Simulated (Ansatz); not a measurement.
Steps of a relaxation of CH₅ClGeS (`S[CH2][GeH2][Cl]`) with RKS PBE0-D4/def2-TZVP.

```sh
$ ansatz run in.yaml --threads 4 --pin off --events-out ev --progress --plain --max-ram 10444MiB
```

```yaml
crystal:
  periodic: [false, false, false]
  atoms:
    - {symbol: S, position_ang: [0.395893, 1.842790, -0.907069]}
    - {symbol: C, position_ang: [0.950834, 0.212534, -0.288212]}
    - {symbol: Ge, position_ang: [-0.447810, -0.672521, 0.777796]}
    - {symbol: Cl, position_ang: [-2.166627, -0.840408, -0.576926]}
    - {symbol: H, position_ang: [-0.773381, 1.383169, -1.444569]}
    - {symbol: H, position_ang: [1.283270, -0.450379, -1.112977]}
    - {symbol: H, position_ang: [1.825541, 0.407394, 0.365875]}
    - {symbol: H, position_ang: [-0.084609, -2.124897, 1.191920]}
    - {symbol: H, position_ang: [-0.894711, 0.196219, 1.976963]}
basis:
  gaussian: {orbitals: def2-TZVP}
hamiltonian: {xc: pbe0, dispersion: d4}
relax: {f_tol: 0.005, max_steps: 150}
```

Positions (Å) and forces (eV/Å) along the path, 6 of 6 steps:

```xyz
9
step=1 energy=-80980.9052 eV
S     0.396    1.843   -0.907   -0.318   -0.691   -0.066
C     0.951    0.213   -0.288    0.295    0.007   -0.059
Ge   -0.448   -0.673    0.778   -0.112    0.012   -0.183
Cl   -2.167   -0.840   -0.577    0.329    0.010    0.307
H    -0.773    1.383   -1.445    0.457    0.248    0.192
H     1.283   -0.450   -1.113   -0.187    0.392    0.408
H     1.826    0.407    0.366   -0.441   -0.085   -0.315
H    -0.085   -2.125    1.192   -0.070    0.253   -0.081
H    -0.895    0.196    1.977    0.048   -0.145   -0.203
9
step=2 energy=-80980.9393 eV
S     0.403    1.828   -0.906   -0.101   -0.266   -0.002
C     0.946    0.209   -0.285    0.032    0.095   -0.082
Ge   -0.444   -0.672    0.774   -0.055    0.008   -0.088
Cl   -2.157   -0.854   -0.545    0.050   -0.003    0.040
H    -0.760    1.403   -1.451    0.201    0.071    0.093
H     1.276   -0.439   -1.105   -0.051    0.093    0.135
H     1.810    0.402    0.363   -0.129   -0.016   -0.091
H    -0.085   -2.111    1.182    0.021    0.031    0.006
H    -0.901    0.188    1.958    0.033   -0.012   -0.012
9
step=3 energy=-80980.9436 eV
S     0.412    1.825   -0.903    0.004   -0.039    0.016
C     0.936    0.208   -0.286   -0.034    0.071   -0.039
Ge   -0.452   -0.673    0.765    0.018    0.009    0.007
Cl   -2.163   -0.866   -0.545    0.004   -0.005    0.014
H    -0.743    1.411   -1.450   -0.014    0.020   -0.016
H     1.266   -0.437   -1.100    0.021   -0.028   -0.024
H     1.792    0.399    0.363    0.027   -0.018    0.035
H    -0.070   -2.101    1.184   -0.001   -0.021   -0.004
H    -0.889    0.188    1.954   -0.026    0.012    0.010
9
step=4 energy=-80980.9441 eV
S     0.413    1.826   -0.901    0.017   -0.005    0.014
C     0.934    0.209   -0.288   -0.021    0.031   -0.013
Ge   -0.450   -0.673    0.768   -0.005   -0.003    0.002
Cl   -2.163   -0.873   -0.538   -0.010   -0.003   -0.005
H    -0.740    1.422   -1.459   -0.009   -0.006   -0.004
H     1.266   -0.437   -1.102    0.006   -0.014   -0.005
H     1.791    0.395    0.364    0.017   -0.001    0.008
H    -0.067   -2.102    1.185    0.005    0.000    0.003
H    -0.895    0.188    1.955    0.000    0.001    0.001
9
step=5 energy=-80980.9442 eV
S     0.415    1.827   -0.900    0.002    0.002    0.001
C     0.934    0.209   -0.289   -0.006    0.006   -0.004
Ge   -0.451   -0.673    0.767   -0.004   -0.005    0.004
Cl   -2.166   -0.877   -0.537    0.003    0.002   -0.001
H    -0.738    1.424   -1.459   -0.001    0.000    0.000
H     1.265   -0.437   -1.103    0.001   -0.003    0.001
H     1.791    0.393    0.363    0.001   -0.003   -0.001
H    -0.066   -2.101    1.185    0.003    0.002    0.001
H    -0.897    0.188    1.954    0.001    0.000   -0.002
9
step=6 energy=-80980.9442 eV
S     0.416    1.828   -0.898   -0.002    0.002   -0.002
C     0.933    0.209   -0.289    0.003   -0.004    0.004
Ge   -0.451   -0.673    0.768    0.000    0.001   -0.001
Cl   -2.165   -0.878   -0.538    0.002   -0.001    0.001
H    -0.738    1.426   -1.459    0.002    0.001    0.002
H     1.263   -0.438   -1.103   -0.001    0.002    0.001
H     1.791    0.391    0.363   -0.002   -0.001   -0.004
H    -0.063   -2.100    1.187   -0.001    0.001    0.000
H    -0.898    0.189    1.953    0.000   -0.001   -0.001
```

Run time 21 s (4 threads of a server CPU on a shared host); peak host memory 0.61 GiB.
